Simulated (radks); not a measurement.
Values are calculated unless marked as measured or tabulated.
Question: All-electron atom: Cl4+ in [Ne] 3s2 3p0.75 3d0.25 (fractional occupations, a model configuration). Level of theory: scalar-relativistic Kohn-Sham, r2SCAN, spin-polarised, spherical densities, finite nucleus; open shells are filled with parallel spins first; meta-GGA in the generalised Kohn-Sham scheme; Fermi nuclear charge, rms radius 3.3654 fm (a radial shooting solver on a logarithmic mesh with Libxc functionals). Some entries of the table are withheld. Estimate them.

| orbital | occ. | eigenvalue (Ry) | <r^2> (bohr^2) | r(max) (bohr) |
|---|---|---|---|---|
| 1s up | 1 | -208.2460 | 0.01114 | 0.05948 |
| 1s down | 1 | -208.2269 | 0.01113 | 0.05948 |
| 2s up | 1 | -23.69149 | 0.2308 | 0.3605 |
| 2s down | 1 | -23.67317 | 0.2305 | 0.3605 |
| 2p up | 3 | -19.06842 | 0.2029 | 0.3010 |
| 2p down | 3 | -19.03971 | 0.2025 | 0.3011 |
| 3s up | 1 | -5.55406 | 2.092 | 1.208 |
| 3s down | 1 | -5.37525 | 2.103 | 1.204 |
| 3p up | 0.75 | -4.45127 | (1) | (2) |
| 3p down | 0 | -4.28069 | (3) | (4) |
| 3d up | 0.25 | -2.89050 | 3.058 | 1.340 |
| 3d down | 0 | -2.72514 | 2.919 | 1.332 |
| 4s up | 0 | -2.06093 | 10.48 | 2.926 |
| 4p up | 0 | -1.74302 | 12.81 | 3.221 |

Answer: 
(1) 3p up <r^2> (bohr^2): 2.406
(2) 3p up r(max) (bohr): 1.274
(3) 3p down <r^2> (bohr^2): 2.412
(4) 3p down r(max) (bohr): 1.270
